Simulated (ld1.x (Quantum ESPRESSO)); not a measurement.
An all-electron radial function and its pseudo partner (He)

Columns: radius, all-electron u(r) and pseudo u(r) of the 1s shell (level -15.92 eV) of helium in the configuration 1s2; BLYP, scalar-relativistic, RRKJ scheme, ld1.x (Quantum ESPRESSO) 7.5.

```
r (bohr)  all-electron  pseudo
   0.025        0.1153  0.0966
   0.050        0.2191  0.1917
   0.075        0.3124  0.2837
   0.100        0.3961  0.3711
   0.125        0.4709  0.4527
   0.150        0.5376  0.5272
   0.175        0.5968  0.5940
   0.200        0.6492  0.6526
   0.225        0.6954  0.7030
   0.250        0.7359  0.7455
   0.275        0.7712  0.7809
   0.300        0.8018  0.8102
   0.325        0.8280  0.8344
   0.350        0.8503  0.8545
   0.375        0.8690  0.8714
   0.400        0.8845  0.8855
   0.425        0.8970  0.8973
   0.450        0.9068  0.9069
   0.475        0.9142  0.9142
   0.500        0.9193  0.9193
   0.525        0.9224  0.9224
   0.550        0.9237  0.9237
   0.575        0.9234  0.9234
   0.600        0.9215  0.9215
   0.625        0.9184  0.9184
   0.650        0.9140  0.9140
```

How many radial nodes do the two functions have?

The all-electron 1s function has n − l − 1 = 0; the pseudo-wave has 0.

At about which radius was the pseudo-wave matched?

0.50 bohr. The columns agree to 0.0005 from 0.42 bohr on; several derivatives are matched, so the curves merge somewhat inside the radius.

Is the pseudo-wave norm-conserving?

Yes: the RRKJ scheme keeps the norm inside the radius equal to the all-electron one, which fixes the energy derivative of the logarithmic derivative at the level.
